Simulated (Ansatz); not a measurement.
`C=C[SiH2]CN` + `CO[SiH](F)S` → `NC[SiH2]S` + `C=C[SiH](F)OC`  (redistribution)

Computed with Ansatz on PBE0-D4/def2-TZVP structures; ΔE is electronic, products minus reactants. CBS: MP2 limit from def2 TZ/QZ plus the TZ coupled-cluster correction, frozen cores. One conformer a species, not always the lowest.

`C=C[SiH2]CN`:

Z-matrix (Å, degrees):
```
Si
C 1 1.862
C 1 1.891 2 110.8
H 1 1.492 2 108.0 3 -123.2
H 1 1.493 2 109.4 3 118.2
C 2 1.331 1 123.2 3 117.6
H 2 1.090 1 119.2 3 -62.1
N 3 1.467 1 114.7 2 59.8
H 3 1.095 1 109.7 2 -62.6
H 3 1.095 1 109.6 2 -177.7
H 6 1.087 2 121.6 1 0.9
H 6 1.087 2 122.3 1 -179.4
H 8 1.013 3 110.6 1 -61.8
H 8 1.013 3 110.6 1 56.3
```

`CO[SiH](F)S`:

Z-matrix (Å, degrees):
```
C
O 1 1.415
H 1 1.094 2 111.2
H 1 1.090 2 107.9 3 119.4
H 1 1.095 2 111.2 3 -121.6
Si 2 1.623 1 124.4 3 59.9
S 6 2.109 2 108.5 1 -172.8
F 6 1.597 2 107.9 1 -51.2
H 6 1.477 2 113.7 1 66.3
H 7 1.345 6 92.9 2 42.9
```

`NC[SiH2]S`:

Z-matrix (Å, degrees):
```
C
Si 1 1.880
N 1 1.458 2 108.3
H 1 1.101 2 110.5 3 -127.3
H 1 1.095 2 106.8 3 117.5
S 2 2.143 1 112.3 3 173.9
H 2 1.482 1 111.3 3 -69.3
H 2 1.490 1 108.5 3 51.4
H 3 1.012 1 111.6 2 172.7
H 3 1.012 1 111.1 2 -67.6
H 6 1.344 2 94.8 1 -64.0
```

`C=C[SiH](F)OC`:

Cartesian coordinates in Å:
```
C 1.249 -1.054 -1.134
C 1.086 -1.132 0.185
Si 0.460 0.288 1.194
F -0.436 -0.335 2.365
O -0.414 1.326 0.299
C -1.623 1.028 -0.367
H 1.636 -1.882 -1.721
H 1.004 -0.150 -1.686
H 1.353 -2.062 0.685
H 1.523 1.092 1.829
H -2.457 1.010 0.339
H -1.806 1.809 -1.107
H -1.577 0.062 -0.881
```

```csv
species,CCSD(T)/CBS(def2) energy (Eh)
`C=C[SiH2]CN`,-463.32485
`CO[SiH](F)S`,-903.01589
`NC[SiH2]S`,-783.84080
`C=C[SiH](F)OC`,-582.50358
```

Problem. Work out ΔE.

Solution. ΔE = (-783.84080) + (-582.50358) − (-463.32485) − (-903.01589) = -0.00364 Eh = -9.6 kJ/mol.

Largest T1 diagnostic among the species: 0.012.

In def2-TZVPP, CCSD(T) changes the Hartree–Fock value by +3.7 kJ/mol (the triples alone add +1.0 kJ/mol) and MP2 by +3.3 kJ/mol.
